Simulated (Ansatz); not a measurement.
(RbBr)n off: PBE-D4/def2-TZVP single points in Ansatz on relaxed structures, gas phase. Each cluster is the lowest isomer that a short search found in that spin, judged at the geometry's level, and lower ones may exist. Core potentials for Rb, no spin–orbit coupling. HOMO and LUMO are taken over both spins. Binding counts from free atoms in the multiplicity of their measured ground term, without zero-point energy. The structures are stationary points that may keep the symmetry of their start. Remarks come from the PBE and PBE0 runs and from stability tests at other levels; not every state was tested. HOMO above LUMO (over both spins in singlets and doublets, within one spin in higher multiplets; at PBE or PBE0), or a gap under 0.15 eV within one spin, warns that the state may not be the lowest or that an electron is smeared out.

| species | atoms | state | geometry | HOMO (eV) | LUMO (eV) | gap (eV) | binding per atom (eV) | lowest of the spins relaxed | point group (within 0.1 Å) | remarks |
| --- | --- | --- | --- | --- | --- | --- | --- | --- | --- | --- |
| Rb2Br | 3 | doublet | PBE0-D4/def2-TZVP | -2.36 | -1.80 | 0.56 | 1.54 | – | C2v | – |
| RbBr2 | 3 | doublet | PBE-D4/def2-TZVP | -5.07 | -4.22 | 0.85 | 1.79 | doublet, of doublet/quartet | C2v | gap within one spin near zero at PBE or PBE0 (quartet) |
| Rb4Br3 | 7 | doublet | PBE-D4/def2-SVP | -2.20 | -1.71 | 0.48 | 2.21 | – | C3v | – |

The gap (eV) runs from 0.48 (Rb4Br3) to 0.85 (RbBr2). The binding per atom (eV) runs from 1.54 (Rb2Br) to 2.21 (Rb4Br3).
